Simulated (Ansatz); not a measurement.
`[F][GeH]1[CH2][NH]1` + H₂ → `[CH2]1[NH][GeH2]1` + H–F at 400 K and 1 bar (hydrogenolysis of a Ge–F bond).

Computed with Ansatz on PBE0-D4/def2-TZVP structures; ΔE is electronic, products minus reactants. CBS: MP2 limit from def2 TZ/QZ plus the TZ coupled-cluster correction, frozen cores. This one scheme is used for every species. For Ge outer-core shells are correlated without core-valence functions, which leaves a few kJ/mol of doubt a bond. Scalar relativity is left out up to krypton.

| species | CCSD(T)/CBS energy (Eh) | H − E (kJ/mol) | S (J/(mol·K)) |
| --- | --- | --- | --- |
| `[F][GeH]1[CH2][NH]1` | -2271.04199 | 161.6 | 331.1 |
| H₂ | -1.17544 | 38.0 | 139.0 |
| `[CH2]1[NH][GeH2]1` | -2171.81355 | 172.4 | 304.9 |
| H–F | -100.39570 | 36.5 | 182.2 |

H − E and S are ideal-gas, rigid-rotor, harmonic terms from PBE0-D4/def2-TZVP, for one conformer and one mirror image of each species. The MP2-based limit puts H₂ 0.8 mEh under its directly extrapolated value; such offsets cancel only in part. 1 Eh = 2625.50 kJ/mol, R = 8.31446 J/(mol·K).

Question: By hand: ΔE, ΔH, ΔS and ΔG.

Answer: ΔE = (-2171.81355) + (-100.39570) − (-2271.04199) − (-1.17544) = 0.00818 Eh = 21.5 kJ/mol. Δ(H − E) = 172.4 + 36.5 − 161.6 − 38.0 = 9.3, so ΔH = 30.8 kJ/mol. ΔS = 304.9 + 182.2 − 331.1 − 139.0 = 17.0 J/(mol·K). ΔG = 30.8 − 400 × (17.0)/1000 = 24.0 kJ/mol.

Question: By hand: the equilibrium constant, and the temperature at which ΔG would vanish if ΔH and ΔS stayed fixed.

Answer: log₁₀ K = −ΔG/(RT ln 10) = -3.1. ΔG = 0 at ΔH/ΔS = 1812 K, though so small a ΔS makes that figure unsure.

ΔH outweighs TΔS. A doubt of 5 kJ/mol in ΔE shifts log₁₀ K by 0.7 here. Other conformers and mirror images would add mixing entropy, several J/(mol·K) or more a flexible species. These are equilibria of isolated gas molecules and say nothing of rates. Largest T1 diagnostic: 0.012 (customary marks: 0.02 for closed shells, 0.045 for open ones).
